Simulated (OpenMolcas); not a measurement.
## Mn³⁺: Racah parameters, worked from levels

```json
{
 "Program": "OpenMolcas",
 "Basis": "ANO-RCC-VTZP [6s5p3d2f1g]",
 "Scalar Hamiltonian": "DKH2, point nucleus",
 "Active space": "4 electrons in 10 orbitals (3d 4d)",
 "State averaging": "2S+1 = 5 even, 5 roots; 2S+1 = 3 even, 45 roots; 2S+1 = 1 even, 44 roots",
 "Spin-orbit coupling": "RASSI with atomic mean-field integrals over the reference wave functions, term energies averaged over their components"
}
```

Methods: CASSCF; MS-CASPT2, IPEA 0.25 Eh, imaginary shift 0.1 Eh (closed shells correlated: 3s 3p). Measured levels: Corliss and Sugar, J. Phys. Chem. Ref. Data 6, 1253 (1977).

**Racah parameters.** Above 5D, d4 has 3G at 9B + 4C, 3H at 4B + 4C and 3D at 16B + 4C. The first two fix B and C, and the third tests them; where it misses by thousands of cm-1, two parameters do not describe the configuration (Trees and configuration-interaction terms are left out) and B and C hang on the terms chosen. Term energies are centres of gravity, weighted by 2J + 1.

| Source | 3G | 3H | B | C | C/B | 3D from B, C | 3D found |
| --- | --- | --- | --- | --- | --- | --- | --- |
| CASSCF | 28489 | 22497 | 1198 | 4426 | 3.69 | 36872 | 36853 |
| MS-CASPT2 | 25817 | 21426 | 878 | 4478 | 5.10 | 31960 | 31757 |
| measured | 25153 | 20960 | 839 | 4401 | 5.25 | 31028 | 30911 |

Energies in cm-1. From CASSCF to MS-CASPT2, B changes by -26.7 % and C by +1.2 %. Against the measured terms, MS-CASPT2 has B off by +4.6 % and C by +1.7 %.

CASPT2 breaks the degeneracy within a term, and the mean is taken; among the terms shown or strongly mixed into the levels shown the widest spread is 290 cm-1 (3d4 3G, MS-CASPT2). Active for correlation alone: 4d; no level in the range computed is led by a configuration that fills it, so any true level of that kind is missing. Without dynamic correlation excited terms often stand tens of per cent too high (terms of higher spin than the ground term too low), and those without a measured partner can miss by more than the paired ones (holds for CASSCF). Measured partners are found by configuration, term and J. A level has none where our copy of the source lacks it or the pairing is in doubt (some pairs that miss far off the trend of their configuration count as doubtful), and it then counts in no deviation. Only configurations of the active space appear.
